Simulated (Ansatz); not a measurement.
**One arrangement of a pair**

The pair of Cl⁻ (SMILES [Cl-], atom 1) and C2H2 (SMILES C#C, atoms 2–5), both closed shells, in one local arrangement (a lower one may exist), relaxed at PBE0-D4/def2-TZVPD:

```
5
angstrom
Cl -1.5322 0.1788 -2.7118
C 0.6830 -0.0798 1.2089
C 0.0919 -0.0106 0.1627
H 1.2054 -0.1409 2.1336
H -0.4481 0.0526 -0.7933
```

Computed with Ansatz 0.2.0 (basis: def2-TZVPPD, with def2-QZVPPD for the basis limit); correlated methods freeze the cores. B3LYP uses VWN-RPA correlation. Extrapolation: Hartree–Fock as exp(−7.88 √X), correlation as X^−2.97. Interaction energies count from these two fragments, frozen as in the pair, with the counterpoise correction; negative means bound.

Question: What is the interaction energy by CCSD(T) at an estimated basis limit (MP2 extrapolated from triple and quadruple zeta, plus CCSD(T) − MP2 in triple zeta)? (Judge from chemistry; the value comes from the calculation.)

Answer: The calculation gives: -11.06 kcal/mol. Hartree–Fock alone gives -8.78 kcal/mol at the basis limit. It counts from the two fragments frozen as in the pair.

The same quantity by other methods in triple zeta, and each one's difference from that estimate:
| method | E_int (kcal/mol) | difference |
| --- | --- | --- |
| PBE-D4 | -12.11 | -1.05 |
| revPBE-D4 | -11.65 | -0.59 |
| BLYP-D4 | -11.13 | -0.07 |
| r2SCAN-D4 | -11.71 | -0.64 |
| B97M-V | -11.21 | -0.15 |
| PBE0-D4 | -12.12 | -1.06 |
| B3LYP-D4 | -11.45 | -0.39 |
| HSE06-D4 | -12.14 | -1.08 |
| wB97X-V | -11.10 | -0.04 |
| wB97M-V | -11.12 | -0.06 |
| B2PLYP | -10.39 | 0.67 |
| HF | -8.64 | 2.42 |
| MP2 | -10.53 | 0.53 |
| CCSD | -9.90 | 1.16 |
| CCSD(T) | -10.29 | 0.77 |
Differences are method less estimate.

Question: Which atoms make the shortest contact between the fragments?

Answer: Cl1 and H5, 2.21 Å apart.

Energy to bend the free fragments (PBE0-D4 minima) into their shapes in the pair, CCSD(T)/def2-TZVPPD: C2H2 0.38 kcal/mol. This must be added to the interaction energy to get the binding energy from relaxed fragments.

Basis-set superposition shift (counterpoise-corrected less uncorrected): CCSD(T) 1.04; MP2 0.98; HF 0.06; PBE0-D4 0.11; wB97M-V 0.10 kcal/mol.

No T1 diagnostic of these runs exceeds 0.014.

For scale, one of the runs: CCSD(T)/def2-TZVPPD, 159 basis functions, launched by `ansatz run in.yaml --threads 2 --pin off --events-out ev --progress --plain --max-ram 5222MiB`. Hardware: 2 CPU threads of an Intel Xeon 6975P-C, shared host. Wall time 8 s; peak host memory 1.2 GiB.
